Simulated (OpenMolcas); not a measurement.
**Ar6+: effect of the active space**

```
Program             : OpenMolcas
Method              : SS-CASPT2 or its RAS form, IPEA 0.25 Eh, imaginary shift 0.1 Eh
Basis               : ANO-RCC-VQZP
Scalar Hamiltonian  : DKH2, point nucleus
Spin-orbit coupling : RASSI with atomic mean-field integrals over the reference wave functions, term energies averaged over their components
```

A. 2 electrons in 4 orbitals (3s 3p); 2S+1 = 3 even, 3 roots; 2S+1 = 1 even, 7 roots (6 in the spin-orbit step); 2S+1 = 3 odd, 3 roots; 2S+1 = 1 odd, 3 roots; closed shells correlated: 2s 2p; CASPT2 step roughly 2.8 core-seconds
B. 2 electrons in 8 orbitals (3s 3p 4s 4p); 2S+1 = 3 even, 3 roots; 2S+1 = 1 even, 6 roots; 2S+1 = 3 odd, 3 roots; 2S+1 = 1 odd, 3 roots; closed shells correlated: 2s 2p; CASPT2 step roughly 6 core-seconds
C. 2 electrons in 9 orbitals (RAS2 3s 3p; RAS3 3d, at most 2 electrons); 2S+1 = 3 even, 3 roots; 2S+1 = 1 even, 7 roots; 2S+1 = 3 odd, 3 roots; 2S+1 = 1 odd, 3 roots; closed shells correlated: 2s 2p; CASPT2 step of the order of 8 core-seconds

Energies in cm⁻¹ above 3s² ¹S₀, the measured ground level; measured values from Saloman, J. Phys. Chem. Ref. Data 39, 033101 (2010).

```
     Level       A       B       C  Measured
   3s² ¹S₀     0.0     0.0     0.0       0.0
3s 3p ³P°₀  112916  112904  112775    113101
3s 3p ³P°₁  113656  113644  113510    113906
3s 3p ³P°₂  115190  115179  115037    115590
3s 3p ¹P°₁  174186  173969  172554    170722
```

Deviations, from unrounded energies. A percentage is the sum of absolute deviations over the sum of measured energies, with the sign that they share, or ± where signs differ.

```csv
Against measurement,Levels,A,B,C
mean absolute deviation (cm-1),4,1100,1000,780
other configurations (%),4,±0.8,±0.8,±0.6
```

C lies closest to measurement on these levels and A furthest from it. The largest miss of C in the table is 3s 3p ¹P°₁, by +1800 cm-1. The ranking rests on the paired levels alone, and a cruder setting can come out closer through cancelling errors.

Among A to C the level of the table that moves most is 3s 3p ¹P°₁, by 1600 cm-1 (lowest in C, highest in A).

Over all roots computed the reference weight is 0.93 to 1.00 in A, 0.93 to 1.00 in B; the roots of lowest weight are the least certain, and an intruder state may touch them. Active for correlation alone: 4p 4s; no level in the range computed is led by a configuration that fills them, so any true level of that kind is missing (holds for B). Active for correlation alone: 3d; no level in the range computed is led by a configuration that fills it, so any true level of that kind is missing (holds for C). Computed and measured levels are paired by configuration, term and J; levels that our copy of the source lacks, or whose pairing is in doubt (as where it misses far off the trend of its configuration), stay unpaired and out of the deviations. Levels of configurations outside the active space are missing. The table leaves out levels that lie high or whose names do not pair safely across all columns.

° marks odd parity.
